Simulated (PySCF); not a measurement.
Unknowns

[PySCF 2.14.0 with density-fitted response routines: PBE0/pcSseg-1 with gauge-including orbitals; geometry from GFN2-xTB; no relativistic terms; isolated molecule; one computed conformer; one averaged value for each set of equivalent atoms]

References, each an isolated molecule treated in the same way: TMS for ¹H (σref 31.72) and ¹³C (σref 186.93). Splittings of carbon signals by F and P are missing where no couplings were computed. Where no couplings were computed, multiplicities follow the n + 1 count of equivalent neighbours, and m marks all less simple cases (inequivalent or close neighbours, rings, F or P nearby). Shifts are as computed. Against solution values, carbons near 30 ppm lie about +3 ppm off and those near 130 ppm about +5 ppm; carbons on Cl a further +6 ppm. Of 1211 compounds with measured shifts, 218 miss one by over three times the rms of a fit or turn the order of signals round; such compounds aren't used in these exercises. Carbons bonded to Cl come out too deshielded. OH and NH positions are gas-phase values without hydrogen bonding to other molecules.

Q: C₄HCl₂F₃O. ¹H NMR (400 MHz, computed): δ 8.14 (m, 1H). ¹³C{¹H} NMR (computed): δ 172.6 (C), 163.5 (CH), 134.0 (C), 130.9 (C). Identify the compound.

A: SMILES O=C(Cl)/C(=C/Cl)C(F)(F)F. Rings plus π bonds: 2 (no ring in the answer). 4 carbon signals for 4 carbons: no two carbons are equivalent. Carbon types of the structure: 3 × C, 1 × CH, which accounts for all hydrogens. δC 172.6: carbonyl carbon. δC 163.5: β carbon of a C=C–C=O unit; conjugation with the carbonyl draws π density from the β position. δC 134.0: α carbon of a C=C–C=O unit; the olefinic region. δC 130.9: CF3 carbon; 3 electronegative neighbours deshield it.

The shifts were computed for this structure.

Q: C₇H₈FN. ¹H NMR (400 MHz, computed): δ 7.10 (m, 1H), 7.06 (m, 1H), 6.64 (m, 1H), 3.25 (br s, 2H), 2.18 (s, 3H). ¹³C{¹H} NMR (computed): δ 164.7 (C), 146.0 (C), 125.0 (C), 123.0 (CH), 119.7 (CH), 117.4 (CH), 20.2 (CH3). What is it?

A: 4-fluoro-2-methylaniline. Rings plus π bonds: 4 (1 ring in the answer). 7 carbon signals for 7 carbons: no two carbons are equivalent. Carbon types of the structure: 3 × C, 3 × CH, 1 × CH3, leaving 2 H on heteroatoms. δC 164.7: aromatic carbon bearing fluorine; the electronegative substituent deshields the carbon that carries it. δC 146.0: aromatic carbon bearing nitrogen; an ipso carbon deshielded by its heteroatom. δC 125.0: substituted aromatic carbon. δC 123.0, 119.7, 117.4: aromatic CH.

This is the structure that produced the data.

Q: C₆H₁₀N₂. ¹H NMR (400 MHz, computed): δ 4.32 (br s, 1H), 4.17 (d, 2H), 2.00 (s, 3H), 1.70 (t, 1H), 1.68 (s, 3H). ¹³C{¹H} NMR (computed): δ 137.1 (C), 88.7 (C), 78.7 (CH), 44.5 (CH2), 29.8 (CH3), 14.7 (CH3). Identify the compound.

A: SMILES C#CCNN=C(C)C. The formula gives 3 degrees of unsaturation (no ring in the answer). 6 carbon signals for 6 carbons: no two carbons are equivalent. Carbon types of the structure: 2 × C, 1 × CH, 1 × CH2, 2 × CH3, leaving 1 H on heteroatoms. δC 137.1: C=N carbon. δC 88.7: alkyne carbon; the triple bond shields along its axis, which puts it between sp3 and sp2 carbons. δC 78.7: terminal alkyne carbon; sp carbons lie upfield of alkene carbons because the cylindrical π system leaves one tensor component strongly shielded. δC 29.8, 14.7: methyl carbon; saturated and bonded to C and H only.

This is the structure that produced the data.
